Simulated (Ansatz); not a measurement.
Job for Ansatz (a first-principles code): U-wB97X-V/cc-pVTZ on GaH3Se (SMILES [GaH2][SeH]), a point of a bond scan (R = 1.561 Å).

Ansatz 0.2 input:
```yaml
crystal:
  periodic: [false, false, false]
  atoms:
    - {symbol: Ga, position_ang: [0.27485932, 0.01121965, -1.15295017]}
    - {symbol: H, position_ang: [-0.80375620, -0.57601799, -2.11691732]}
    - {symbol: H, position_ang: [1.66169621, 0.60371444, -1.55587958]}
    - {symbol: Se, position_ang: [-0.30399105, -0.02839877, 1.11359069]}
    - {symbol: H, position_ang: [0.95711690, 0.59005271, 1.55216865]}
basis:
  gaussian:
    orbitals: cc-pVTZ
hamiltonian:
  xc: {name: wB97X-V}
magnetization: {spin_polarized: true, initial_magnetization: 0}
```

Problem. What total energy does the run end on?

Solution. -4327.9129 hartree.

Problem. How many basis functions does it have, and what does it roughly cost on one machine?

Solution. 128 functions; around 12 core-seconds (rough).
